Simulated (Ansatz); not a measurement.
`[SiH3]C=C=CI`, relaxed with RKS PBE-D4/def2-SVP in the Gaussian-basis code of Ansatz from a rough embedded geometry. The force threshold is 0.03 eV/Å; the program also tests the step.

Total charge 0; spin multiplicity 1. I: def2 effective core potential.

Start:

```xyz
10

Si   -0.197   -1.185    1.175
C    -0.905   -0.067    0.017
C    -0.152    0.740   -0.655
C     0.528    1.629   -1.434
I     2.529    1.238   -1.645
H    -1.220   -1.984    1.882
H     0.659   -0.512    2.167
H     0.691   -2.209    0.425
H    -2.013   -0.111   -0.111
H     0.079    2.461   -1.820
```

(1) By how much does the energy fall, and how many steps does the optimiser take? (An estimate is asked.)

(2) Which bonds change most? (Estimate.)

(3) Give the relaxed structure. (Best estimate.)

## Answers

(1) Computed: 187.61 kJ/mol, in 16 steps, 3 of them rejected.

(2) Computed: Si1–C2 from 1.759 to 1.887 Å; C4–H10 from 1.020 to 1.100 Å; C4–I5 from 2.050 to 2.128 Å; C3–C4 from 1.364 to 1.311 Å.

(3) Computed: 
```xyz
10

Si   -0.229   -1.230    1.308
C    -0.743   -0.386   -0.299
C    -0.130    0.689   -0.760
C     0.519    1.747   -1.185
I     2.218    1.592   -2.456
H    -1.397   -1.270    2.259
H     0.910   -0.471    1.925
H     0.188   -2.649    1.025
H    -1.587   -0.807   -0.879
H     0.251    2.785   -0.938
```
